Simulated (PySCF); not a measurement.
**Ionisation energy of Os⁵⁹⁺ by level of theory**

Os⁵⁹⁺ [Ne] 3s2 3p5 (2P) → Os⁶⁰⁺ [Ne] 3s2 3p4 (3P), as a difference of total energies. Computed with PySCF 2.14 in an even-tempered Gaussian basis (17 s from 16 bohr⁻², ratio 2.5; 12 p from 20 bohr⁻², ratio 2.5; 4 d from 84 bohr⁻², ratio 2.7; 4 f from 130 bohr⁻², ratio 2.7), with scalar relativity by spin-free X2C-1e. Correlated levels: outer shells: 1s2 frozen; virtual orbitals above 40 to 60 times the deepest correlated orbital energy dropped. The calculations carry no spin-orbit coupling.

| method | ionisation energy (eV) |
| --- | --- |
| UHF | 6363.5 |
| MP2 (outer shells) | 6364.7 |
| SCS-MP2 (outer shells) | 6364.6 |
| CCSD (outer shells) | 6364.6 |
| CCSD(T) (outer shells) | 6364.6 |

Spin-orbit coupling is strong in these open shells (close to jj coupling). The scalar numbers leave it out and a first-order estimate fails, so it can dominate the gap to the real levels.

Breit and QED terms and the two-electron picture change are absent.

For comparison: 6240 ± 7 eV (theoretical estimate listed by NIST; NIST Atomic Spectra Database, ionization energies).
